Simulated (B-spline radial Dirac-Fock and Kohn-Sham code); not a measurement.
## Binding energies of La⁸⁺

System: La⁸⁺, [Kr] 4d10 5s2 5p1; nuclear rms radius 4.855 fm (A = 139).

Model: Dirac-Fock (average of configuration) total-energy differences with a finite nucleus, the Breit interaction including its frequency dependence, and self-energy and vacuum-polarisation corrections. Program: a B-spline atomic structure program. Correlation energy is missing from these numbers. Energies are counted from the vacuum level.

All terms are in eV, carry their sign (relaxation lowers the binding energy) and add up to the binding energy; ⟨r⟩ is the mean radius of the orbital in the initial state.

```
subshell  −ε (Koopmans)  relaxation    Gaunt  retardation     QED  binding energy  ⟨r⟩ (bohr)
      1s        39261.9      -65.35  -106.29         8.86  -49.92         39049.2       0.025
      2s         6445.7      -33.20   -10.26         0.64   -6.47          6396.4       0.107
   2p1/2         6069.0      -37.01   -18.16         2.03    0.39          6016.2       0.090
   2p3/2         5654.4      -35.39   -12.96         2.48   -0.33          5608.2       0.096
      3s         1506.9      -12.68    -1.55         0.07   -1.37          1491.4       0.283
   3p1/2         1347.1      -13.32    -2.93         0.30    0.08          1331.2       0.274
   3p3/2         1264.2      -12.67    -1.93         0.40   -0.06          1250.0       0.286
   3d3/2          988.2      -14.45    -0.97         0.06    0.14           973.0       0.257
   3d5/2          970.8      -14.18    -0.54         0.06    0.09           956.2       0.260
      4s          405.2       -3.06    -0.28         0.01   -0.30           401.6       0.652
   4p1/2          343.7       -2.98    -0.55         0.06    0.03           340.2       0.673
   4p3/2          325.8       -2.76    -0.33         0.08    0.00           322.8       0.698
   4d3/2          223.2       -2.48    -0.09         0.01    0.04           220.7       0.751
   4d5/2          220.1       -2.40    -0.01         0.01    0.03           217.7       0.760
      5s          136.0       -0.28    -0.06         0.00   -0.06           135.6       1.435
      5p          117.3       -0.20    -0.09         0.02    0.00           117.1       1.581
```

For the deepest level, K (1s), the Breit terms make up -0.249 % of the binding energy, QED -0.128 % and orbital relaxation -0.167 %.

Spin-orbit splittings: 2p 408.0 eV, 3p 81.20 eV, 3d 16.81 eV, 4p 17.45 eV, 4d 3.00 eV.

Going to the tabulated ground configuration of the next ion removes an electron from O2,3 (5p), computed at 117.1 eV. NIST lists 119 ± 2.2 eV as the ionisation energy of this species (theoretical), +1.93 eV from the computed value, within the stated uncertainty.
